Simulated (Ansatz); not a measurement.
Abstraction of Br: CHBrF2 + CCl2F → CHF2 + CBrCl2F

Species: CHBrF2 (bromodifluoromethane) `FC(F)Br`, singlet; CCl2F (dichlorofluoromethyl radical) `F[C](Cl)Cl`, doublet; CHF2 (difluoromethyl radical) `F[CH]F`, doublet; CBrCl2F (bromodichlorofluoromethane) `FC(Cl)(Cl)Br`, singlet. A radical takes Br: the energy is the difference in strength between two C–Br bonds in different surroundings.

Shapes, held fixed at every level: PBE0-D4/def2-TZVP. Programs: Ansatz 0.2.0. The zero-point and thermal change to 298 K, harmonic and unscaled (PBE0-D4/def2-TZVP), is -3.3 kJ/mol.

| level | kind | ΔH(298 K) (kJ/mol) | less CCSD(T)/def2-TZVPP |
| --- | --- | --- | --- |
| HF/def2-SVP | Hartree–Fock | +52.0 | +8.4 |
| PBE-D4/def2-TZVPP | GGA | +48.3 | +4.7 |
| PBE0-D4/def2-TZVPP | global hybrid | +48.5 | +4.9 |
| r2SCAN0-D4/def2-TZVPP | global hybrid | +50.1 | +6.5 |
| wB97M-V/def2-TZVPP | range-separated hybrid | +44.1 | +0.5 |
| wB97X-V/def2-TZVPP | range-separated hybrid | +46.8 | +3.2 |
| CCSD(T)/def2-TZVPP | coupled cluster or CI | +43.6 | 0.0 |

The highest level, CCSD(T)/def2-TZVPP, gives ΔH(298 K) = +43.6 kJ/mol; the levels span +43.6 to +52.0. The column of differences is taken from that level and isn't an error. No measured value is set beside it here. Open shells run unrestricted. Relativity is left out for Br. Outer-core shells of Br are correlated, in sets that cover them unevenly.
